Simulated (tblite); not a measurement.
A tight-binding relaxation on `[C@H](C)([O])O[C@H]1[C@H]2[C@H](O)[C@H]21` [radical].

Computed with GFN2-xTB geometry optimisation, gas phase (tblite 0.8.0). Start geometry: from a force field or distance geometry. The input is one job of a driver script: a line of settings, then coordinates in Å.

Command:
```bash
OMP_NUM_THREADS=1 python probes_run.py task.json out
```

Input:
```
{"job": {"kind": "relax", "xc": "GFN2-xTB", "basis": "xTB"}, "charge": 0, "multiplicity": 2}
C     -2.083800    -0.926500    -1.640500
C     -1.674900    -0.968900    -0.174000
O     -1.979000    -2.169600     0.306900
O     -0.237100    -0.814800    -0.170800
C      0.286400    -0.385700     1.122600
C      1.716700     0.013300     1.132500
C      1.650700     1.178400     0.204800
O      2.663600     2.189700     0.416400
C      0.619700     1.058700     1.268200
H     -1.785800     0.028600    -2.080100
H     -1.609400    -1.708700    -2.238600
H     -3.182100    -1.018800    -1.759300
H     -2.086900    -0.059800     0.299900
H     -0.076200    -0.912400     1.988000
H      2.347500    -0.033700     2.009100
H      1.334900     0.996900    -0.804900
H      3.452200     1.961000    -0.097200
H      0.634600     1.578500     2.208100
```

Output:
```
step      E/eV     max force
  0    -801.02782    2.634
  1    -801.32040    0.838
  2    -801.40539    0.705
  3    -801.47839    0.626
  4    -801.55210    0.592
  5    -801.60101    0.471
  6    -801.65086    0.461
  7    -801.68407    0.544
  8    -801.71111    0.441
  9    -801.73010    0.294
... (65 lines left out)
 75    -802.00402    0.023
 76    -802.00411    0.025
 77    -802.00421    0.023
 78    -802.00427    0.017
 79    -802.00430    0.012
 80    -802.00432    0.012
 81    -802.00434    0.012
 82    -802.00436    0.011
 83    -802.00438    0.010
 84    -802.00440    0.010
```

«max force» is the largest atomic force in eV/Å.

Question: From which step on does the largest force stay under 0.1 eV/Å, and how much energy is left to gain from there?

Answer: From step 56 (0.063 eV/Å), 10.7 meV above the end.

Summary of the converged run: energy lowered by 22.5 kcal/mol over 84 steps; largest atomic force 0.010 eV/Å at the end.

Question: Where do the atoms end?

Answer: 0.668 Å rms from the input after alignment:
```
atom  x, y, z in Å
C1    -1.9223   -1.2924   -1.6175
C2    -1.8893   -0.6279   -0.1936
O3    -2.1862   -1.3969    0.7741
O4    -0.6468    0.0926   -0.1304
C5     0.1646   -0.1724    0.9614
C6     1.6528   -0.0818    0.8082
C7     1.6959    1.3747    0.4278
O8     2.8570    2.0937    0.6783
C9     0.9209    0.9358    1.6269
H10   -1.6972   -0.5493   -2.3736
H11   -1.1721   -2.0773   -1.6234
H12   -2.9069   -1.7205   -1.7719
H13   -2.6326    0.2123   -0.3031
H14   -0.2494   -0.9544    1.5936
H15    2.4286   -0.7859    1.0218
H16    1.1540    1.6960   -0.4602
H17    3.4524    2.0110   -0.0743
H18    0.9678    1.2490    2.6468
```

Hardware: Arm Neoverse V1, one thread (shared host). Cost: 0.62 s wall.
Labels such as C1 count atoms from 1, the log's own numbers from 0.
